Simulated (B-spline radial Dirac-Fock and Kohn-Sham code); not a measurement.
Photoelectron lines of Ag⁶⁺ at 2130 eV

System: the Ag⁶⁺ ion, [Kr] 4d5.

Model: independent-particle photoionisation in a Dirac-Hartree-Slater potential with a Latter tail, all multipoles, thresholds from Dirac-Fock ΔSCF. Program: a radial B-spline solver. The asymmetry parameter β is from the dipole term alone. Kinetic energies are from the vacuum level. Open shells are spread statistically over j, without multiplet splitting.

The last column is dσ/dΩ = σ/(4π) · [1 + β P₂(cos θ)] at θ = 90° from the polarisation vector of linearly polarised light.

```tsv
subshell	electrons	binding (eV)	kinetic (eV)	σ (kb)	β	dσ/dΩ (kb/sr)
3s	2	835.1	1294.9	23.0	1.99	≈ 0
3p1/2	2	720.4	1409.6	29.0	1.61	0.451
3p3/2	4	689.0	1441.0	56.1	1.64	0.799
3d3/2	4	487.2	1642.8	34.0	1.22	1.06
3d5/2	6	481.2	1648.8	48.8	1.19	1.58
4s	2	208.8	1921.2	4.98	1.99	≈ 0
4p1/2	2	168.8	1961.2	5.26	1.65	0.0743
4p3/2	4	163.1	1966.9	10.1	1.68	0.129
4d3/2	2	104.1	2025.9	2.26	1.23	0.0696
4d5/2	3	103.3	2026.7	3.25	1.19	0.105
```

Branching ratios of the spin-orbit partners (statistical value in brackets): 3p 1.94 (2.00), 3d 1.44 (1.50), 4p 1.92 (2.00), 4d 1.44 (1.50).

Values without a named source are computed, but for edge energies of neutral atoms, which are taken from tables.
